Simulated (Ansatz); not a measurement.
`O[SiH2][BH][ZnH]` + `OC(F)F` → `FC(F)[O][ZnH]` + `B[SiH2]O`  (cleavage of the Zn–B bond)

Calculated with Ansatz (gas phase, PBE0-D4/def2-TZVP geometries, no zero-point term in ΔE). CCSD(T)/CBS is the MP2 limit (def2-TZVPP, def2-QZVPP) plus CCSD(T) − MP2 in def2-TZVPP, frozen cores. Functionals use def2-TZVPP. For Zn outer-core shells are correlated without core-valence functions, which leaves a few kJ/mol of doubt a bond. Scalar relativity is left out up to krypton. Each species was taken in one conformer, which may not be the lowest.

```csv
level,ΔE (eV)
PBE-D4,-0.70
r2SCAN-D4,-0.84
```

Problem. What does CCSD(T)/CBS give? (Estimate.)

Solution. Computed: -0.84 eV. The listed levels differ from it by 0.14, 0.00 eV.

Largest T1 diagnostic among the species: 0.015.

In def2-TZVPP, CCSD(T) changes the Hartree–Fock value by +0.15 eV (the triples alone add +0.02 eV) and MP2 by +0.11 eV.
